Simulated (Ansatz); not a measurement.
Molecule: sum formula AlOF$_{2}$H, charge 0, multiplicity 1. 
Geometry from a B3LYP-D3(BJ)/def2-TZVP (Ansatz, a quantum-chemistry and plane-wave program) optimisation:
```xyz
5

O      1.6043    -0.4426     0.0146
Al    -0.0158    -0.0052    -0.0007
F     -1.1540    -1.1796    -0.0993
F     -0.5081     1.5604     0.0797
H      2.3301     0.1804     0.0700
```
Charge 0, spin multiplicity 1.

Total electronic energies in hartree. Cores are frozen in the correlated levels unless marked. Spin-orbit coupling is left out. Non-relativistic. Basis-set limits of correlation are two-point, X^-3; Hartree-Fock from the larger set (for Q and 5 zeta extrapolated as (X+1)exp(-9√X)). The bracket is a focal-point correction in the basis named.

```csv
level,program,energy (Eh)
HF/cc-pwCVTZ,Ansatz,-516.58811
revPBE/def2-TZVPD,Ansatz,-518.13871
B3LYP-D3(BJ)/def2-TZVPD,Ansatz + dftd3,(withheld)
HSE06-D3(BJ)/def2-TZVPD,Ansatz + dftd3,-517.88935
HSE06/def2-TZVPD,Ansatz,-517.88803
LC-wPBE-D4/def2-TZVPD,Ansatz + dftd4,-518.06153
wB97X/def2-TZVPD,Ansatz,-518.22700
MP2/6-31G,Ansatz,-516.73179
MP2/aug-cc-pV(T+d)Z,Ansatz,-517.43542
RI-MP2/aug-cc-pV(Q+d)Z,Ansatz,-517.52166
SCS-MP2/cc-pV(Q+d)Z,Ansatz,-517.49437
CCSD/cc-pV(5+d)Z,Ansatz,-517.53624
"RI-MP2/CBS(aug-cc-pV(T+d)Z,aug-cc-pV(Q+d)Z)+[CCSD(T)-MP2]/aug-cc-pV(D+d)Z",Ansatz,-517.5894
"CCSD(T)/CBS(aug-cc-pV(T+d)Z,aug-cc-pV(Q+d)Z)",Ansatz,-517.5876
"CCSD(T)/CBS(cc-pV(Q+d)Z,cc-pV(5+d)Z)",Ansatz,-517.5959
```

Problem. Complete the blanks.

Solution. 
- B3LYP-D3(BJ)/def2-TZVPD, energy (Eh): -518.32154
